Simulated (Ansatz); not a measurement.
`C[SiH](O)N[SiH2]O` + `N#CN` → `N#CN[SiH2]O` + `C[SiH](N)O`  (ligand exchange at the Si–N bond)

Calculated with Ansatz (gas phase, PBE0-D4/def2-TZVP geometries, no zero-point term in ΔE). CBS: MP2 limit from def2 TZ/QZ plus the TZ coupled-cluster correction, frozen cores. This one scheme is used for every species. Functionals use def2-TZVPP. B3LYP here is the variant with VWN-RPA as its local correlation; programs differ in this. One conformer a species, not always the lowest.

| level | ΔE (kcal/mol) |
| --- | --- |
| PBE-D4 | 2.4 |
| B3LYP-D4 | 2.2 |

**Question.** What does CCSD(T)/CBS give? (Estimate.)

**Answer.** Ansatz gave: +1.8 kcal/mol. The listed levels differ from it by 0.6, 0.4 kcal/mol.

Largest T1 diagnostic among the species: 0.014.

In def2-TZVPP, CCSD(T) changes the Hartree–Fock value by +1.5 kcal/mol (the triples alone add +0.2 kcal/mol) and MP2 by +1.2 kcal/mol. The D4 term adds +1.5 kcal/mol with B3LYP and +0.9 kcal/mol with PBE0; it sums over pairs of atoms, weighted by their polarisabilities, and B3LYP, whose exchange is more repulsive, gets the larger term.
